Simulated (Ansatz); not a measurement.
`CB(N)F` + H₂O → `CB(N)O` + H–F at 298.15 K and 1 bar (formal hydrolysis of a B–F bond).

Gas-phase electronic energies from Ansatz, PBE0-D4/def2-TZVP geometries. CBS: MP2 limit from def2 TZ/QZ plus the TZ coupled-cluster correction, frozen cores. This one scheme is used for every species. Each species was taken in one conformer, which may not be the lowest.

| species | CCSD(T)/CBS energy (Eh) | H − E (kJ/mol) | S (J/(mol·K)) |
| --- | --- | --- | --- |
| `CB(N)F` | -220.47660 | 202.3 | 296.3 |
| H₂O | -76.37941 | 66.4 | 188.7 |
| `CB(N)O` | -196.45123 | 235.2 | 302.4 |
| H–F | -100.39570 | 33.5 | 173.6 |

H − E and S are ideal-gas, rigid-rotor, harmonic terms from PBE0-D4/def2-TZVP, for one conformer and one mirror image of each species. 1 Eh = 2625.50 kJ/mol, R = 8.31446 J/(mol·K).

Question: By hand: ΔE, ΔH, ΔS and ΔG.

Answer: ΔE = (-196.45123) + (-100.39570) − (-220.47660) − (-76.37941) = 0.00908 Eh = 23.8 kJ/mol. Δ(H − E) = 235.2 + 33.5 − 202.3 − 66.4 = 0.0, so ΔH = 23.8 kJ/mol. ΔS = 302.4 + 173.6 − 296.3 − 188.7 = -9.0 J/(mol·K). ΔG = 23.8 − 298.15 × (-9.0)/1000 = 26.5 kJ/mol.

Question: By hand: the equilibrium constant, and the temperature at which ΔG would vanish if ΔH and ΔS stayed fixed.

Answer: log₁₀ K = −ΔG/(RT ln 10) = -4.6. ΔH and −TΔS have one sign here, so there is no such temperature.

The number of gas molecules stays the same, so ΔS is small and ΔH decides. A doubt of 5 kJ/mol in ΔE shifts log₁₀ K by 0.9 here. Other conformers and mirror images would add mixing entropy, several J/(mol·K) or more a flexible species. These are equilibria of isolated gas molecules and say nothing of rates. Largest T1 diagnostic: 0.011 (customary marks: 0.02 for closed shells, 0.045 for open ones).

ΔS is within the doubt of such terms, so its sign, and with it that verdict, could turn.
